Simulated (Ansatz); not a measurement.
`C[S][Cd][NH2]` + H–F → `[NH2][Cd][F]` + CH₃SH at 700 K and 1 bar (ligand exchange at a Cd–S bond).

Gas-phase electronic energies from Ansatz, PBE0-D4/def2-TZVP geometries. CBS: MP2 limit from def2 TZ/QZ plus the TZ coupled-cluster correction, frozen cores. This one scheme is used for every species. Elements past krypton have def2 core potentials. For Cd outer-core shells are correlated without core-valence functions, which leaves a few kJ/mol of doubt a bond. One conformer a species, not always the lowest.

| species | CCSD(T)/CBS energy (Eh) | H − E (kJ/mol) | S (J/(mol·K)) |
| --- | --- | --- | --- |
| `C[S][Cd][NH2]` | -661.27260 | 238.4 | 466.2 |
| H–F | -100.39570 | 45.2 | 198.5 |
| `[NH2][Cd][F]` | -323.42384 | 114.6 | 356.2 |
| CH₃SH | -438.22835 | 160.2 | 309.0 |

H − E and S are ideal-gas, rigid-rotor, harmonic terms from PBE0-D4/def2-TZVP, for one conformer and one mirror image of each species. 1 Eh = 2625.50 kJ/mol, R = 8.31446 J/(mol·K).

Q: By hand: ΔE, ΔH, ΔS and ΔG.

A: ΔE = (-323.42384) + (-438.22835) − (-661.27260) − (-100.39570) = 0.01611 Eh = 42.3 kJ/mol. Δ(H − E) = 114.6 + 160.2 − 238.4 − 45.2 = -8.8, so ΔH = 33.5 kJ/mol. ΔS = 356.2 + 309.0 − 466.2 − 198.5 = 0.5 J/(mol·K). ΔG = 33.5 − 700 × (0.5)/1000 = 33.1 kJ/mol.

Q: By hand: the equilibrium constant, and the temperature at which ΔG would vanish if ΔH and ΔS stayed fixed.

A: log₁₀ K = −ΔG/(RT ln 10) = -2.5. ΔG = 0 at ΔH/ΔS = 67000 K, far beyond where these terms or the molecules hold.

The number of gas molecules stays the same, so ΔS is small and ΔH decides. A doubt of 5 kJ/mol in ΔE shifts log₁₀ K by 0.4 here. Other conformers and mirror images would add mixing entropy, several J/(mol·K) or more a flexible species. These are equilibria of isolated gas molecules and say nothing of rates. Largest T1 diagnostic: 0.016 (customary marks: 0.02 for closed shells, 0.045 for open ones).
